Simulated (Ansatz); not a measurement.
Mulliken charges of ClFGeH₅NSi, SMILES `N[SiH](Cl)[GeH2][F]` from r2SCAN/def2-TZVPP in Ansatz (PBE0-D4/def2-TZVP geometry).

```csv
atom,x (Å),y (Å),z (Å),charge (e)
N1,-0.370,1.451,1.021,-0.431
Si2,-0.223,-0.229,0.829,0.448
Cl3,1.327,-1.117,1.897,-0.266
Ge4,0.322,-0.758,-1.430,0.434
F5,-0.970,-0.178,-2.459,-0.394
H6,0.296,2.094,0.624,0.163
H7,-0.844,1.846,1.817,0.164
H8,-1.468,-0.854,1.325,-0.073
H9,1.592,-0.038,-1.921,-0.026
H10,0.422,-2.268,-1.700,-0.018
```

Task: By hand: the dipole of these point charges (1 e Å = 4.8032 D).

Result: Σ q r = (0.197, 0.059, 0.158) e Å, of length 0.259 e Å = 1.24 D.

Task: How does the dipole of the full density compare? (An estimate is asked.)

Result: The calculation gave: (0.105, 0.307, 0.319) e Å, 2.19 D; the point charges give 0.57 times that, at 41° from its direction.

Point charges leave out the atoms' own dipoles, such as those of lone pairs, and Mulliken's split depends on the basis, so the two needn't agree.
